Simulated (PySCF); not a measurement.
# Working out the ionisation energy of Ir

Ir [Xe] 4f14 5d7 6s2 (4F) → Ir⁺ [Xe] 4f14 5d7 6s1 (5F). All numbers are calculated (PySCF 2.14, scalar relativity through the core potential, in def2-TZVP with the def2 core potential (60 electrons) (6s4p3d1f, 40 functions)). Frozen: 5s2 5p6. Energies in hartree (1 hartree = 27.21139 eV):

```json
{"part": "UHF", "Ir (lower)": "-103.443214", "Ir⁺ (upper)": "-103.185038"}
{"part": "MP2 opposite-spin", "Ir (lower)": "-0.114071", "Ir⁺ (upper)": "-0.071922"}
{"part": "MP2 same-spin", "Ir (lower)": "-0.065297", "Ir⁺ (upper)": "-0.059565"}
```

Q: What does Hartree-Fock give?

A: (-103.185038) − (-103.443214) = 0.258176 hartree = 7.025 eV.

Q: What do MP2 and SCS-MP2 (6/5 opposite-spin, 1/3 same-spin) give?

A: The opposite-spin parts differ by 1.147 eV and the same-spin parts by 0.156 eV. MP2: 7.025 + (1.147) + (0.156) = 8.328 eV. SCS-MP2: 7.025 + 1.2 × (1.147) + (0.156)/3 = 8.453 eV.

Measured between the centres of the two terms (NIST): 8.926 eV, so MP2 (valence) is off by -0.598 eV.

What remains against the reference includes basis incompleteness, the frozen core and correlation beyond second order.
